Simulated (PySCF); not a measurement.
MgSb: energy against distance

Set-up: basis Mg cc-pVDZ, Sb cc-pVDZ-PP with ECP28; scalar-relativistic core potentials; PySCF 2.14. Energies in eV from Mg + Sb in their ground configurations at the same level. State: ⁴Σ⁻ (quartet), unpaired electrons σ ↑, π ↑↑.

All columns are PBE0. A positive dipole means Mg(−)Sb(+).

| R (Å) | E (eV) | μ (D) | Mulliken charge on Mg (basis-dependent) | HOMO (eV) | LUMO (eV) | Mayer bond order | ⟨S²⟩ |
| --- | --- | --- | --- | --- | --- | --- | --- |
| 2.483 | -0.209 | -0.64 | 0.07 | -4.60 | -3.11 | 1.16 | 3.76 |
| 2.598 | -0.440 | -0.84 | 0.10 | -4.68 | -2.98 | 1.10 | 3.76 |
| 2.714 | -0.560 | -1.02 | 0.12 | -4.75 | -2.87 | 1.03 | 3.76 |
| 2.800 | -0.600 | -1.14 | 0.13 | -4.80 | -2.79 | 0.98 | 3.76 |
| 2.887 | -0.609 | -1.23 | 0.14 | -4.85 | -2.72 | 0.93 | 3.76 |
| 2.974 | -0.596 | -1.31 | 0.14 | -4.90 | -2.66 | 0.88 | 3.77 |
| 3.089 | -0.555 | -1.38 | 0.14 | -4.96 | -2.59 | 0.81 | 3.77 |
| 3.233 | -0.485 | -1.40 | 0.13 | -5.03 | -2.53 | 0.71 | 3.78 |
| 3.407 | -0.392 | -1.34 | 0.11 | -5.12 | -2.55 | 0.59 | 3.78 |
| 3.638 | -0.278 | -1.16 | 0.09 | -5.22 | -2.61 | 0.44 | 3.78 |

A fit through these points gives, at Re = 2.873 Å, μ = -1.22 D and dμ/dR = -1.05 D/Å; the reduced mass is 20.01 u.

Problem. How strong is the fundamental in the double-harmonic approximation, I = 42.26·(dμ/dR)²/μred km/mol?

Solution. I = 42.26·(-1.05)²/20.01 = 2.33 km/mol at PBE0.

Spin–orbit coupling is left out, which matters for elements this heavy, above all for dissociation energies. The state was picked by a PBE0 search and need not be the measured ground state.
